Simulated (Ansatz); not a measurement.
This geometry of BFH2O + FH (7 atoms, charge 0, multiplicity 1) is a first-order saddle point.

Computed with RKS B3LYP-D4/6-31G* (Ansatz).

```xyz
7
Properties=species:S:1:pos:R:3
B 0.015 0.122 0.114
O 0.006 -0.076 1.607
H -0.871 -0.388 1.888
H 1.024 -0.167 -0.443
F -1.175 -0.139 -0.454
F 0.080 1.759 0.449
H 0.023 1.211 1.423
```

(1) Which two structures does it join? (They come from a converged band through this point; their orientation in space is the band's.)

(2) How far does it lie above each of them?

## Answers

(1) Bonds broken: F6–H7. Bonds formed: B1–F6, O2–H7. BFH2O + FH becomes BF2H + H2O.

Image 0:

```xyz
7
Properties=species:S:1:pos:R:3
B -0.060 -0.292 0.078
O -0.060 -0.252 1.446
H -0.954 -0.382 1.807
H 0.966 -0.191 -0.507
F -1.204 -0.493 -0.569
F 0.130 2.343 0.891
H 0.282 1.590 1.438
```

Image 8:

```xyz
7
Properties=species:S:1:pos:R:3
B 0.024 0.385 -0.152
O 0.040 0.014 1.727
H -0.843 -0.368 1.873
H 1.011 -0.190 -0.494
F -1.185 -0.160 -0.427
F 0.049 1.737 -0.063
H 0.005 0.905 2.118
```

(2) 49.5 kJ/mol above the first and 93.8 kJ/mol above the second. This is the barrier of this one path; another mechanism may lie lower. The orbitals stay closed-shell, which can raise the energy where a bond breaks towards radicals; this wasn't checked here.

Run time: 2.5 min on 1 thread of Arm Neoverse V1, on a shared host, peak memory 0.12 GiB.
